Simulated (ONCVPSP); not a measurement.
## magnesium (Mg) ONCV: all-electron and pseudo phase curves

ONCVPSP 4.0.1 input, shortened (lines: element, Z, core and valence counts, functional; n l f; lmax; l rc ep ncon nbas qcut; lloc lpopt rc5 dvloc0; l nproj debl; icmod fcfact rcfact), PBE, scalar-relativistic:

```
  Mg 12.00    1    3        4      upf
    1    0    2.00
    2    0    2.00
    2    1    6.00
    3    0    2.00
    2
    0    0.95    0.00    4    8   12.70
    1    0.70    0.00    4    7   19.90
    2    0.95    0.18    5   10    9.70
    4    5    0.50    6.00
    0    2    1.60
    1    2    1.10
    2    2    3.00
    0    0.00    0.00
```

In the p channel the program set the typed energies aside and used -1.713, 0.250 Ha.

The phase is arctan(r·R′/R) of the radial function R(r), unwrapped; energies in Ha, scanned from -4 to 5 Ha. A pole is an energy at which the radial function vanishes at the test radius. The pseudo phase is shifted by a multiple of π to meet the all-electron one at the reference energy, and phase errors are pseudo minus all-electron; the curves can meet again beyond the range given. Levels narrower than the energy grid can be missing from the lists of poles.

| channel | radius (bohr) | reference energy (Ha) | poles, all-electron | poles, pseudo | unbroken range about the reference energy with phases within 0.05 rad | phase error 1 Ha above the reference energy (rad) |
| --- | --- | --- | --- | --- | --- | --- |
| s | 0.96 | -0.17 | -0.89 | -0.89 | the whole range | +0.000 |
| p | 0.71 | -1.71 | 3.16 | 3.16 | the whole range | -0.000 |
| d | 0.96 | 0.18 | none | none | the whole range | +0.000 |

Phases in the s channel:

```tsv
E (Ha)	all-electron	pseudo
-3.98	-0.659	-0.659
-3.74	-0.826	-0.826
-3.50	-0.964	-0.964
-3.26	-1.077	-1.077
-3.02	-1.169	-1.169
-2.78	-1.246	-1.246
-2.54	-1.310	-1.310
-2.30	-1.364	-1.364
-2.06	-1.410	-1.410
-1.82	-1.451	-1.451
-1.58	-1.486	-1.486
-1.34	-1.518	-1.519
-1.10	-1.548	-1.548
-0.86	-1.574	-1.574
-0.62	-1.599	-1.599
-0.38	-1.622	-1.622
-0.14	-1.644	-1.644
0.10	-1.666	-1.666
0.34	-1.686	-1.686
0.58	-1.706	-1.706
0.82	-1.726	-1.726
1.06	-1.746	-1.746
1.30	-1.766	-1.766
1.54	-1.787	-1.787
1.78	-1.808	-1.808
2.02	-1.830	-1.830
2.26	-1.853	-1.853
2.50	-1.877	-1.877
2.74	-1.902	-1.902
2.98	-1.929	-1.929
3.22	-1.959	-1.959
3.46	-1.991	-1.992
3.70	-2.027	-2.027
3.94	-2.067	-2.067
4.18	-2.111	-2.111
4.42	-2.160	-2.161
4.66	-2.217	-2.218
4.90	-2.282	-2.283
```
